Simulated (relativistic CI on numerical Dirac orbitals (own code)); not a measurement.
# Dy23+: sensitivity of the levels to the model

Base calculation: Dirac-Coulomb-Breit CI, KLI orbitals optimised for each configuration, QED by a radiative potential, unscaled Slater integrals.

CI space (outside the closed core [Ar] 3d10): 4s²4p⁶4d⁷, 4s²4p⁵4d⁸, 4s²4p⁶4d⁶4f, 4s4p⁶4d⁸, 4s²4p⁵4d⁷4f, 4s²4p⁶4d⁶5s, 4s4p⁶4d⁷4f, 4s²4p⁶4d⁶5p, 4s²4p⁶4d⁵4f5s, 4s²4p⁶4d⁶5d, 4s²4p⁵4d⁷5s, 4s²4p⁶4d⁵5s5p, 4s²4p⁶4d⁶5f, 4s²4p⁶4d⁶6s, 4s²4p⁶4d⁶6p, 4s4p⁶4d⁷5s, 4p⁶4d⁸4f, 4s²4p⁶4d⁶7s, 4p⁶4d⁹, 4p⁵4d¹⁰, 4p⁵4d⁹4f, 4s²4p⁶4d⁵5s², 4s²4p⁶4d⁴4f5s², 4s²4p⁵4d⁵4f5s², 4s4p⁶4d⁵4f5s², 4p⁶4d⁸5s, 4p⁵4d⁹5s, 4p⁵4d⁸4f5s, 4p⁶4d⁷5s², 4p⁵4d⁸5s², 4p⁶4d⁶4f5s², 4p⁵4d⁷4f5s². Double excitations out of closed p, d and f shells are left out; levels of such configurations are missing from the list, as are those of other unlisted configurations, and high levels can miss mixing partners.

The lowest level and the first level of each name with at least 55 % of one term (blank where a level has no safe partner in the second run):

```
              Level  Base (cm⁻¹)  Shift (cm⁻¹)
    4s²4p⁶4d⁷ ⁴F9/2            0             0
    4s²4p⁶4d⁷ ⁴F7/2        60401          -581
    4s²4p⁶4d⁷ ⁴P5/2        89253         -1331
    4s²4p⁶4d⁷ ⁴P1/2        98312          -786
   4s²4p⁶4d⁷ ²H11/2       103776         +1650
    4s²4p⁶4d⁷ ²G7/2       115828           -19
    4s²4p⁶4d⁷ ²F5/2       137560          -334
    4s²4p⁶4d⁷ ²H9/2       167749          +577
    4s²4p⁶4d⁷ ²P1/2       168861          -726
    4s²4p⁶4d⁷ ²D3/2       181824         -3053
    4s²4p⁶4d⁷ ²F7/2       183502          -167
  4s²4p⁵4d⁸ ⁴G°11/2      1121490        -21167
4s²4p⁶4d⁶4f ⁶G°13/2      1248937        -29348
  4s²4p⁵4d⁸ ²H°11/2      1265270        -22081
4s²4p⁶4d⁶4f ⁶H°15/2      1285191        -28890
```

At this charge energies of transitions that change n are usually good to better than 1 %, and those within a shell (Δn = 0) to a few per cent. Terms inside the open d or f shell come out 10 to 20 % too wide with unscaled integrals.

Problem. One thing was changed in a second run, which moved the levels as shown. Which?
A. Breit term removed
B. QED terms removed
C. only the first 3 configurations

Solution. C. Only the first 3 configurations. With fewer configurations the levels that remain lose their mixing partners.

LS names give the leading component of a level, which can be under half, so a name can repeat, a term be missing and a line seem to break the LS rules.
